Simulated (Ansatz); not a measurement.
The cluster HfSi2⁻. The state is a doublet with charge -1. Geometry PBE-D4/def2-TZVP, that of the neutral singlet.

Cartesian coordinates in Å:
```
Hf -0.3434 -0.1637 -1.3863
Si -0.3490 -0.9688 0.9462
Si 0.6924 1.1325 0.4401
```

In the def2 sets Hf takes a core potential; there is no spin–orbit coupling. At PBE-D4/def2-TZVPD, r2SCAN-D4/def2-TZVPD, PBE0-D4/def2-TZVPD the charge -1 doublet is spin-contaminated (final ⟨S²⟩ up to 1.51, 0.75 for a pure state). At PBE-D4/def2-TZVPD, r2SCAN-D4/def2-TZVPD the highest occupied level of the charge -1 doublet lies above zero (up to 0.66 eV). It is a level of β spin, whose loss leaves a triplet; that state wasn't run at this geometry and level. The electron is either unbound and held by the finite basis, or the level is raised by self-interaction error. The structure comes from a short search, and lower isomers may exist.

Question: Estimate the α-spin orbital energies around the gap (eV) in Ansatz with PBE-D4/def2-TZVPD, r2SCAN-D4/def2-TZVPD, PBE0-D4/def2-TZVPD.

Answer: 
```csv
orbital,PBE-D4/def2-TZVPD,r2SCAN-D4/def2-TZVPD,PBE0-D4/def2-TZVPD
HOMO−5,-4.20,-4.54,-5.50
HOMO−4,-1.36,-1.57,-2.22
HOMO−3,-0.62,-0.80,-1.41
HOMO−2,-0.55,-0.72,-1.28
HOMO−1,0.53,0.21,-0.33
HOMO,0.54,0.29,-0.25
LUMO,1.12,1.34,1.94
LUMO+1,1.51,1.63,2.02
LUMO+2,1.56,1.64,2.02
LUMO+3,1.87,2.14,2.29
LUMO+4,2.48,2.69,3.25
LUMO+5,3.17,3.38,3.97
β HOMO,0.66,0.39,-0.15
β LUMO,1.23,1.35,1.71
```
